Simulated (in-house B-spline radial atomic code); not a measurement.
**Nd8+: [Kr] 4d10 4f1 5s2 5p2 9d1 (an excited or competing configuration)**

All numbers are computed (Dirac-Hartree-Fock, average of configuration; Fermi nucleus of rms radius 4.9123 fm) with a B-spline radial code for spherical atoms, not measured.

Screening seen three ways: the hydrogenic charge with the same mean radius, Z_r = [3n² - l(l+1)]/(2<r>), the one with the same energy, Z_e = n√(-2ε), and Slater's rules. Values are occupation-weighted means over j. An effective charge above Z reflects the relativistic contraction of the inner shells.

```json
{"shell": "1s", "electrons": "2", "ε (eV)": "-43969", "<r> (bohr)": "0.02362", "Z_r": "63.49", "Z_e": "56.85", "Slater": "59.70"}
{"shell": "2s", "electrons": "2", "ε (eV)": "-7347.3", "<r> (bohr)": "0.1004", "Z_r": "59.77", "Z_e": "46.48", "Slater": "55.85"}
{"shell": "2p", "electrons": "6", "ε (eV)": "-6593.1", "<r> (bohr)": "0.08857", "Z_r": "56.45", "Z_e": "44.03", "Slater": "55.85"}
{"shell": "3s", "electrons": "2", "ε (eV)": "-1759.7", "<r> (bohr)": "0.2648", "Z_r": "50.98", "Z_e": "34.12", "Slater": "48.75"}
{"shell": "3p", "electrons": "6", "ε (eV)": "-1514.4", "<r> (bohr)": "0.2631", "Z_r": "47.52", "Z_e": "31.65", "Slater": "48.75"}
{"shell": "3d", "electrons": "10", "ε (eV)": "-1166", "<r> (bohr)": "0.2411", "Z_r": "43.56", "Z_e": "27.77", "Slater": "38.85"}
{"shell": "4s", "electrons": "2", "ε (eV)": "-485.97", "<r> (bohr)": "0.6007", "Z_r": "39.95", "Z_e": "23.91", "Slater": "32.25"}
{"shell": "4p", "electrons": "6", "ε (eV)": "-401.14", "<r> (bohr)": "0.6334", "Z_r": "36.31", "Z_e": "21.72", "Slater": "32.25"}
{"shell": "4d", "electrons": "10", "ε (eV)": "-275.38", "<r> (bohr)": "0.6851", "Z_r": "30.65", "Z_e": "18.00", "Slater": "20.85"}
{"shell": "5s", "electrons": "2", "ε (eV)": "-165.44", "<r> (bohr)": "1.301", "Z_r": "28.83", "Z_e": "17.44", "Slater": "14.80"}
{"shell": "4f", "electrons": "1", "ε (eV)": "-149.65", "<r> (bohr)": "0.7884", "Z_r": "22.83", "Z_e": "13.27", "Slater": "14.00"}
{"shell": "5p", "electrons": "2", "ε (eV)": "-141.61", "<r> (bohr)": "1.413", "Z_r": "25.83", "Z_e": "16.13", "Slater": "14.80"}
{"shell": "9d", "electrons": "1", "ε (eV)": "-19.37", "<r> (bohr)": "9.199", "Z_r": "12.88", "Z_e": "10.74", "Slater": "9.00"}
```

The least bound orbital is 9d5/2 at -19.35 eV, and it is also the most diffuse (<r> = 9.212 bohr).

Spin-orbit splittings of the orbital energies (j = l + 1/2 above j = l - 1/2 when positive): 2p 521.5 eV, 3p 106.4 eV, 3d 22.66 eV, 4p 23.95 eV, 4d 4.377 eV, 4f 0.5192 eV, 5p 5.058 eV, 9d 0.06246 eV.

For the 1s electron the small component carries 4.95 % of the norm, the zero-frequency Breit interaction raises the level by 122.3 eV, self-energy by 72 eV, and vacuum polarisation lowers it by 11.05 eV.
